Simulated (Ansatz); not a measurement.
System: CH6NSi, net charge 0, doublet state. It need not be the lowest isomer of its formula. 
Coordinates optimised at B3LYP-D3(BJ)/def2-TZVP (Ansatz, a first-principles code):
SMILES: C[N][SiH3]
```xyz
9

Si    -0.6031    -0.3232    -0.8507
N      0.4955     0.5993     0.1352
C      0.8091     0.2630     1.4835
H      1.0814     1.1557     2.0558
H      0.0357    -0.3005     2.0234
H      1.7121    -0.3703     1.4729
H      0.2134    -1.0913    -1.8240
H     -1.4665     0.6278    -1.5863
H     -1.4562    -1.2702    -0.0799
```
Charge 0, spin multiplicity 2.

Basis-set convergence of Hartree-Fock and CCSD(T) correlation energies (hartree) with Ansatz. Correlated levels leave the core frozen unless marked. Open shells are spin-unrestricted. Spin-orbit coupling is left out. No relativistic terms.

```csv
basis,functions,E(HF),"E(corr, CCSD(T))"
cc-pV(D+d)Z,81,-384.71295,-0.44586
cc-pV(T+d)Z,183,___,___
```

Problem. Fill in the missing entries.

Solution. 
- cc-pV(T+d)Z, E(HF): -384.75652
- cc-pV(T+d)Z, E(corr, CCSD(T)): -0.54165
